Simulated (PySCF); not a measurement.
`InChI=1S/C3H12AsNSi/c1-3-6(5)4-2/h4,6H,3,5H2,1-2H3/t6-/m0/s1`

Cartesian coordinates in Å; atom numbers follow the order of the lines, from 1:
```xyz
18

C    -2.7295   -0.5571    0.6385
C    -1.4860   -0.9871   -0.1249
Si    0.0469    0.0880    0.2844
N    -0.2277    1.7989    0.2155
As    1.7335   -0.3327   -1.2659
C     3.2132    0.3320   -0.1427
H    -2.5554   -0.6107    1.7108
H    -3.5824   -1.1916    0.4002
H    -2.9929    0.4693    0.3907
H    -1.6913   -0.9418   -1.1983
H    -1.2706   -2.0325    0.1042
H     0.3602   -0.1240    1.7129
H    -0.2212    2.2472   -0.6882
H    -0.9656    2.1930    0.7777
H     1.8634   -1.7671   -0.8208
H     3.1665   -0.0647    0.8693
H     4.1773    0.0685   -0.5788
H     3.1527    1.4187   -0.0906
```

The calculation used TDDFT CAM-B3LYP/def2-SVPD circular dichroism and optical rotation, one conformer, gas phase in PySCF. Geometry: GFN2-xTB.

The molecule is flexible and this is one conformer; a measurement averages over conformers. The calculation is non-relativistic, which matters for the atoms heavier than Zn.

Stereocentres: Si3 R.

Give the optical rotatory dispersion at 633, 589.3, 546, 436, 405, 365, 355 nm.

[α] in deg dm⁻¹ (g/mL)⁻¹:
```csv
λ (nm),origin-invariant length gauge,modified velocity gauge,length gauge (centre of mass),isotropic polarisability (au)
633,+57.2,+63.4,+58.0,108.6
589.3,+67.5,+74.8,+68.4,109.1
546,+81.0,+89.5,+82.1,109.8
436,+143.1,+157.1,+145.1,112.6
405,+175.2,+191.7,+177.7,113.9
365,+237.3,+258.4,+240.8,116.2
355,+258.6,+281.0,+262.3,116.9
```

And for the mirror image at 589.3 nm?

-67.5 deg dm⁻¹ (g/mL)⁻¹ (origin-invariant length gauge): the same size and the opposite sign.

What is the molar rotation [Φ] = [α]·M/100 of the geometry above at 589.3 nm?

With M = 165.14 g/mol, +111.6 deg cm² dmol⁻¹ (origin-invariant length gauge).

The first excitation lies at 5.90 eV (210 nm) with R = +11.3 × 10⁻⁴⁰ esu² cm² (velocity form).
